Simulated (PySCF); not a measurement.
CH5BrGaNO (SMILES C[O][Ga]([NH2])[Br]), singlet, at a GFN2-xTB geometry (such geometries of metal compounds can be far from the true shape).

Here is a job for PySCF.
```python
from pyscf import gto, scf, mcscf, mrpt
import numpy

mol = gto.M(
    atom='''
Ga    0.52629854    0.22233862    0.00214469
Br   -1.60428428   -0.05605904    0.67447190
O     0.81923501   -0.78809870   -1.38646626
C     1.83236493   -1.16047167   -2.29740100
H     1.94056187   -2.24735438   -2.27004300
H     1.53406669   -0.85252062   -3.30262886
H     2.79658165   -0.70429322   -2.05740473
N     1.72475889    1.23245978    0.96183743
H     1.37217102    1.94768886    1.58632611
H     2.56993219    1.56645006    0.51402236
''',
    basis='sto-3g',
    verbose=4,
)

mf = scf.RHF(mol)
mf.kernel()
mc = mcscf.CASSCF(mf, 5, 4)
mc.fix_spin_(ss=0.0)
mc.kernel()
occ = numpy.linalg.eigvalsh(mc.fcisolver.make_rdm1(mc.ci, mc.ncas, mc.nelecas))[::-1]
ss = mc.fcisolver.spin_square(mc.ci, mc.ncas, mc.nelecas)[0]
print('natural occupations', occ.round(4), ' <S^2>', round(ss, 4))
e2 = mrpt.NEVPT(mc).kernel()
print('E(NEVPT2) = %.10f' % (mc.e_tot + e2))
```

Problem. Predict the total energy from CASSCF(4,5)+NEVPT2/STO-3G in PySCF.

Solution. -4613.750278 Ha

Problem. Estimate the SCF-reference dipole moment that CASSCF(4,5)+NEVPT2/STO-3G returns for this input.

Solution. 3.12 D

Problem. Predict the SCF-reference HOMO energy from CASSCF(4,5)+NEVPT2/STO-3G.

Solution. -7.55 eV

Problem. What number of basis functions does CASSCF(4,5)+NEVPT2/STO-3G give?

Solution. 56

Problem. Give the SCF-reference HOMO-LUMO gap at the level CASSCF(4,5)+NEVPT2/STO-3G.

Solution. 13.73 eV

Problem. Give the natural occupations of the active orbitals at the level CASSCF(4,5)+NEVPT2/STO-3G.

Solution. 1.97, 1.97, 0.03, 0.03, 0.00
